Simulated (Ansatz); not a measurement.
The same path of AlClF2H2OSn (8 atoms, charge 0, multiplicity 1) was run twice with different band settings.

These are results of Ansatz 0.2.0, RKS PBE-D4/def2-SVP, not measurements.

Relaxed end points:

```xyz
8
Properties=species:S:1:pos:R:3
O 0.505 -2.245 0.130
Al 0.993 -0.686 -0.338
F 2.511 -0.330 -0.956
Sn -0.758 1.272 -0.006
F -2.472 0.678 -0.760
Cl -1.132 1.403 2.340
H 1.044 -3.051 0.097
H -0.599 2.902 -0.562
```

```xyz
8
Properties=species:S:1:pos:R:3
O 0.895 -2.295 -0.084
Al 1.190 -0.642 -0.356
F 2.720 -0.153 -0.815
Sn -0.680 1.208 -0.029
F -2.331 0.330 -0.648
Cl -0.955 1.351 2.334
H 0.043 -2.680 0.176
H -0.790 2.825 -0.634
```

Common settings: spring 5.0 eV/Å²; optimiser quadratic models (default); start path through a guess of the saddle point; force threshold 0.05 eV/Å; iteration limit 60; end points relaxed.

| run | movable images | climbing image |
| --- | --- | --- |
| 1 | 7 | yes |
| 2 | 4 | no |

(1) What does each run give, and how far can it be trusted?

Results:

(1) Run 1: converged after 22 iterations, highest image 0.090 eV above the first end. A vibrational analysis at the climbing image gives one clearly imaginary mode, 322i cm⁻¹: a first-order saddle point.
Run 2: converged after 19 iterations, highest image 0.086 eV above the first end. No image climbed, so the highest image needn't sit at the top of the path.
